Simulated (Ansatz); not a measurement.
Reaction: SiPH4- (SMILES [PH-][SiH3]) → SiPH4- (SMILES [SiH2-]P)
Each species at its own B3LYP-D3(BJ)/def2-TZVP minimum (Ansatz, a quantum-chemistry and plane-wave program).

Total energies in hartree (Ansatz). Open shells are spin-unrestricted; no spin-orbit coupling. Cores are frozen in correlated methods. No relativity.

```tsv
species	HF/aug-cc-pV(T+d)Z	CCSD(T)/aug-cc-pV(T+d)Z	HF/aug-cc-pV(Q+d)Z	CCSD(T)/aug-cc-pV(Q+d)Z	CCSD(T)/aug-cc-pV(D+d)Z	CCSDT(Q)/aug-cc-pV(D+d)Z
1: SiPH4- (SMILES [SiH3][PH-])	-632.03297	-632.39852	-632.03902	-632.42036	-632.32104	-632.32304
2: SiPH4- (SMILES [SiH2-]P)	-632.00905	-632.37879	-632.01474	-632.39934	-632.30341	-632.30560
```

### Question
Work out the isomerisation energy (electronic) in kcal/mol: take Hartree-Fock from aug-cc-pV(Q+d)Z, extrapolate the CCSD(T) correlation energy as X^-3 (X = 3, 4), and add CCSDT(Q) - CCSD(T) in aug-cc-pV(D+d)Z. 1 hartree = 627.51 kcal/mol.

### Answer

Species 1: correlation (64·(-0.38134) - 27·(-0.36555))/37 = -0.39286; step -0.00200; E1 = -632.03902 + (-0.39286) + (-0.00200) = -632.43388
Species 2: correlation (64·(-0.38460) - 27·(-0.36974))/37 = -0.39544; step -0.00219; E2 = -632.01474 + (-0.39544) + (-0.00219) = -632.41237
-1·E1 +1·E2 = 0.02151 hartree = 13.5 kcal/mol.
